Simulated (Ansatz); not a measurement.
# Cost against result

Saddle point of SiH₂SF₂, closed shell (SiH₂SF₂ ([F][SiH]([F])[SH]) → SiSF₂ ([F][Si]([F])[S]) + H₂; bonds formed: H2–H4; bonds broken: Si1–H2, S3–H4), PBE0-D4/def2-TZVP structure:

```json
{"atom": "Si1", "x (Å)": "-0.0283", "y (Å)": "0.0835", "z (Å)": "0.4237"}
{"atom": "H2", "x (Å)": "-0.2320", "y (Å)": "0.3908", "z (Å)": "-1.2172"}
{"atom": "S3", "x (Å)": "0.8367", "y (Å)": "-1.6730", "z (Å)": "0.1807"}
{"atom": "H4", "x (Å)": "0.2068", "y (Å)": "-0.4863", "z (Å)": "-1.1169"}
{"atom": "F5", "x (Å)": "-1.5131", "y (Å)": "0.2854", "z (Å)": "0.8998"}
{"atom": "F6", "x (Å)": "0.7299", "y (Å)": "1.3996", "z (Å)": "0.8300"}
```

Barriers are electronic and count from the start structure reached by relaxing down the imaginary mode.

Computed with Ansatz 0.2.0 (basis: as named in each row); correlated methods freeze the cores. B3LYP uses VWN-RPA correlation. Extrapolation: Hartree–Fock as exp(−7.88 √X), correlation as X^−2.97.

Times are rough, for one single point on 2 threads of a shared host (Arm Neoverse V1).

The estimate by CCSD(T) at an estimated basis limit (MP2 extrapolated from triple and quadruple zeta, plus CCSD(T) − MP2 in triple zeta) is 219.7 kJ/mol.

```json
{"method": "HF", "basis": "STO-3G", "time (s)": "under 1", "barrier (kJ/mol)": "599.2", "method less estimate": "379.6"}
{"method": "PBE-D4", "basis": "STO-3G", "time (s)": "under 1", "barrier (kJ/mol)": "409.1", "method less estimate": "189.4"}
{"method": "SPW92", "basis": "def2-SVP", "time (s)": "under 1", "barrier (kJ/mol)": "173.3", "method less estimate": "-46.4"}
{"method": "PBE-D4", "basis": "def2-SVP", "time (s)": "under 1", "barrier (kJ/mol)": "188.7", "method less estimate": "-31.0"}
{"method": "B3LYP-D4", "basis": "6-31G", "time (s)": "under 1", "barrier (kJ/mol)": "282.8", "method less estimate": "63.1"}
{"method": "PBE0-D4", "basis": "def2-SVP", "time (s)": "1", "barrier (kJ/mol)": "210.3", "method less estimate": "-9.4"}
{"method": "SPW92", "basis": "def2-TZVPP", "time (s)": "1", "barrier (kJ/mol)": "170.6", "method less estimate": "-49.1"}
{"method": "PBE-D4", "basis": "def2-TZVPP", "time (s)": "2", "barrier (kJ/mol)": "185.7", "method less estimate": "-34.0"}
{"method": "BLYP-D4", "basis": "def2-TZVPP", "time (s)": "2", "barrier (kJ/mol)": "201.5", "method less estimate": "-18.2"}
{"method": "CCSD(T)", "basis": "def2-SVP", "time (s)": "2", "barrier (kJ/mol)": "240.4", "method less estimate": "20.8"}
{"method": "BHLYP-D4", "basis": "def2-TZVPP", "time (s)": "3", "barrier (kJ/mol)": "238.5", "method less estimate": "18.8"}
{"method": "PBE0-D4", "basis": "def2-TZVPP", "time (s)": "3", "barrier (kJ/mol)": "204.9", "method less estimate": "-14.8"}
{"method": "B3LYP-D4", "basis": "def2-TZVPP", "time (s)": "3", "barrier (kJ/mol)": "215.5", "method less estimate": "-4.2"}
{"method": "CAM-B3LYP-D4", "basis": "def2-TZVPP", "time (s)": "3", "barrier (kJ/mol)": "226.2", "method less estimate": "6.5"}
{"method": "RPA on PBE", "basis": "def2-TZVPP", "time (s)": "4", "barrier (kJ/mol)": "224.8", "method less estimate": "5.1"}
{"method": "r2SCAN-D4", "basis": "def2-TZVPP", "time (s)": "4", "barrier (kJ/mol)": "195.4", "method less estimate": "-24.3"}
{"method": "PBE-QIDH", "basis": "def2-TZVPP", "time (s)": "5", "barrier (kJ/mol)": "217.7", "method less estimate": "-2.0"}
{"method": "B2PLYP", "basis": "def2-TZVPP", "time (s)": "5", "barrier (kJ/mol)": "218.0", "method less estimate": "-1.6"}
{"method": "wB97M-V", "basis": "def2-SVP", "time (s)": "6", "barrier (kJ/mol)": "223.8", "method less estimate": "4.1"}
{"method": "r2SCAN0-D4", "basis": "def2-TZVPP", "time (s)": "6", "barrier (kJ/mol)": "209.8", "method less estimate": "-9.9"}
{"method": "wB97X-V", "basis": "def2-TZVPP", "time (s)": "8", "barrier (kJ/mol)": "227.5", "method less estimate": "7.8"}
{"method": "B97M-V", "basis": "def2-TZVPP", "time (s)": "8", "barrier (kJ/mol)": "196.2", "method less estimate": "-23.5"}
{"method": "wB97M-V", "basis": "def2-TZVPP", "time (s)": "8", "barrier (kJ/mol)": "220.1", "method less estimate": "0.4"}
{"method": "MP2", "basis": "def2-QZVPP", "time (s)": "14", "barrier (kJ/mol)": "214.1", "method less estimate": "-5.5"}
{"method": "CCSD(T)", "basis": "def2-TZVPP", "time (s)": "52", "barrier (kJ/mol)": "224.1", "method less estimate": "4.4"}
```

All methods are single points on the PBE0-D4 structures.

No T1 diagnostic of these runs exceeds 0.014.

Labels in which every atom is bracketed show which atoms are joined, not bond orders.
